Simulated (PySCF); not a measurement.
# Excitation energy of Tl by level of theory

Tl [Xe] 4f14 5d10 6s2 6p1 (2P) → Tl [Xe] 4f14 5d10 6s1 6p2 (4P), as a difference of total energies. Calculation: PySCF 2.14, in aug-cc-pVTZ-DK3 (9s8p6d3f, 84 functions); the spin-free X2C one-electron Hamiltonian (Gaussian nucleus). Correlated levels: valence: [Xe] 4f14 5d10 frozen. The calculations carry no spin-orbit coupling.

```
           method  excitation energy (eV)
              UHF                   4.318
              LDA                   6.469
              PBE                   6.236
             PBE0                   5.872
           r2SCAN                   5.904
            B3LYP                   6.236
             MN15                   6.118
    MP2 (valence)                   4.854
SCS-MP2 (valence)                   5.065
```

Question: How much does correlation contribute at MP2 (valence)?

Answer: 4.854 − (4.318) = 0.536 eV, measured against UHF.

Spin-orbit coupling is strong in these open shells (close to jj coupling). The scalar numbers leave it out and a first-order estimate fails, so it can dominate the gap to the real levels.
